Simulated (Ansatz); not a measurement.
C$_{2}$H$_{5}$BGe, SMILES `[BH]1C=[CH][GeH2]1`, relaxed with RKS PBE-D4/def2-SVP in Ansatz from a rough embedded geometry. The force threshold is 0.03 eV/Å; the program also tests the step.

Charge 0, multiplicity 1.

Start:

```xyz
9

B    -0.999   -0.459   -0.399
C     0.457   -0.900   -0.748
C     1.107    0.006    0.040
Ge   -0.326    0.839    0.712
H    -2.127   -0.853   -0.757
H     0.821   -1.693   -1.419
H     2.225    0.176    0.196
H    -0.592    0.544    2.214
H    -0.566    2.340    0.159
```

(1) By how much does the energy fall, and how many steps does the optimiser take? (Best estimate.)

(2) Which bonds change most? (Estimate.)

(3) Give the relaxed structure. (Best estimate.)

Answers

(1) The calculation gave: 122.51 kJ/mol, in 16 steps, 3 of them rejected.

(2) Ansatz gave: B1–Ge4 from 1.836 to 2.070 Å; C3–Ge4 from 1.789 to 1.994 Å; Ge4–H9 from 1.618 to 1.556 Å; B1–C2 from 1.561 to 1.528 Å.

(3) Ansatz gave: 
```xyz
9

B    -1.013   -0.556   -0.499
C     0.400   -1.137   -0.474
C     1.038    0.028   -0.106
Ge   -0.471    0.945    0.820
H    -1.876   -0.693   -1.343
H     0.880   -2.015   -0.942
H     2.065    0.319   -0.406
H    -0.400    0.629    2.335
H    -0.624    2.479    0.615
```
